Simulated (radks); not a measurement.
The numbers below are computed, except where a source is named.
Species: Pm6+. Configuration: [Kr] 4d10 4f3 5s2 5p4.

Level of theory: Dirac Kohn-Sham, PBE, spin-unpolarised, spherical densities, finite nucleus; open shells fill j = l - 1/2 first; Fermi nuclear charge, rms radius 4.962 fm (a radial shooting solver on a logarithmic mesh with Libxc functionals).

Energy parts (hartree):
total: -10017.9839
kinetic: 10832.9162
electron-nucleus: -24341.2433
Hartree: 3717.0530
exchange-correlation: -226.7097

Orbitals (lengths in bohr, moments of r in powers of bohr; <r^-3> diverges for s and p1/2):
orbital  occ.  eigenvalue (hartree)      <r>  <r^-3>
1s1/2       2             -1655.908  0.02318       -
2s1/2       2             -271.7553  0.09846       -
2p1/2       2             -257.5188  0.08245       -
2p3/2       4             -236.9334  0.08897    8409
3s1/2       2             -61.77010   0.2601       -
3p1/2       2             -55.66483   0.2498       -
3p3/2       4             -51.52595   0.2624    1742
3d3/2       4             -40.91119   0.2339   289.2
3d5/2       6             -40.01467   0.2378   260.1
4s1/2       2             -14.77478   0.5904       -
4p1/2       2             -12.44458   0.6047       -
4p3/2       4             -11.52897   0.6324   386.7
4d3/2       4              -7.68598   0.6727   54.46
4d5/2       6              -7.52076   0.6823   48.47
4f5/2       3              -3.04645   0.8377   7.134
4f7/2       0              -3.02401   0.8437   6.945
5s1/2       2              -4.20229    1.333       -
5p1/2       2              -3.49185    1.441       -
5p3/2       2              -3.32490    1.501   70.88

The highest occupied level is 4f5/2 at -82.898 eV. Summed over all electrons, <r^2> = 26.36 bohr^2, which gives a Langevin (diamagnetic) susceptibility term of -20.9 x 10^-6 cm^3/mol. The electron density at the nucleus is 4.928e+05 e/bohr^3. The density falls to 0.001 e/bohr^3 at r = 2.94 bohr. For comparison, the ionisation energy in NIST's Atomic Spectra Database is 101 eV (theoretical). In exact Kohn-Sham theory the highest level is minus the ionisation energy, but local and semilocal functionals leave it too shallow, through self-interaction and a potential that decays too fast; potentials with the right tail come closer.

Beside tabulated values, note that spin-unpolarised runs miss the spin-polarisation part of the exchange energy of open shells.
